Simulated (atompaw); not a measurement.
**Reading a pseudo-wave (Mn)**

Columns: radius, all-electron u(r) and pseudo u(r) of the 4p shell (level -7.19 eV) of manganese in the configuration [Ar] 3d5 4s1 4p0; PBE, scalar-relativistic, PAW (atompaw) scheme, atompaw 4.2.0.5.

```
r (bohr)  all-electron  pseudo
   0.102        0.1217  0.0020
   0.204        0.1129  0.0081
   0.306       -0.0011  0.0181
   0.408       -0.1199  0.0318
   0.510       -0.2005  0.0490
   0.612       -0.2353  0.0694
   0.713       -0.2310  0.0924
   0.815       -0.1982  0.1181
   0.917       -0.1470  0.1458
   1.019       -0.0852  0.1751
   1.121       -0.0186  0.2056
   1.223        0.0489  0.2369
   1.325        0.1148  0.2685
   1.427        0.1774  0.3000
   1.529        0.2357  0.3310
   1.631        0.2893  0.3613
   1.733        0.3378  0.3905
   1.835        0.3812  0.4184
   1.937        0.4197  0.4446
   2.038        0.4529  0.4687
   2.140        0.4819  0.4910
   2.242        0.5065  0.5112
   2.344        0.5269  0.5288
   2.446        0.5434  0.5440
   2.548        0.5562  0.5563
   2.650        0.5657  0.5657
```

Task: How many radial nodes do the two functions have?

Result: The all-electron 4p function has n − l − 1 = 2; the pseudo-wave has 0, since the states of the same l below it are removed with the core.

Task: Is the pseudo-wave norm-conserving?

Result: No, it belongs to a PAW set: the norm inside the radius is not constrained, and the difference is carried by the augmentation charge.
